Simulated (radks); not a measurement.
Values are calculated unless marked as measured or tabulated.
Q: These are the eigenvalues of the occupied orbitals of an atom or ion with whole-number occupations (hartree). Code: a radial shooting solver on a logarithmic mesh with Libxc functionals. Model: scalar-relativistic Kohn-Sham, LDA (Slater exchange, Perdew-Zunger correlation), spin-polarised, spherical densities, finite nucleus; Fermi nuclear charge, rms radius of each element as measured or else 0.836 A^(1/3) + 0.57 fm.

1s up: -2794.655
1s down: -2794.654
2s up: -489.2180
2s down: -489.2112
2p up: -425.3626
2p down: -425.3569
3s up: -114.6431
3s down: -114.6395
3p up: -95.96243
3p down: -95.95862
3d up: -75.32204
3d down: -75.31677
4s up: -24.67086
4s down: -24.66354
4p up: -18.53884
4p down: -18.53140
4d up: -10.99550
4d down: -10.98667
5s up: -3.93556
5s down: -3.88749
4f up: -2.60651
4f down: -2.59343
5p up: -2.34973
5p down: -2.29069
5d up: -0.60084
6s up: -0.53384
5d down: -0.52955

Which element is it, and in what charge state? The configuration may be excited. Open shells, if any, are filled with parallel spins first.

A: Z = 77, iridium, charge +1: Ir+ in [Xe] 4f14 5d7 6s1. The list shows which subshells hold electrons but not how many an open one holds; the 1s level, -2794.7 hartree, gives Z - s = 74.8 by -(Z - s)^2/2, which with screening and relativity narrows Z to a few neighbours, and the depths of the outer levels then fix element, charge and occupations together.
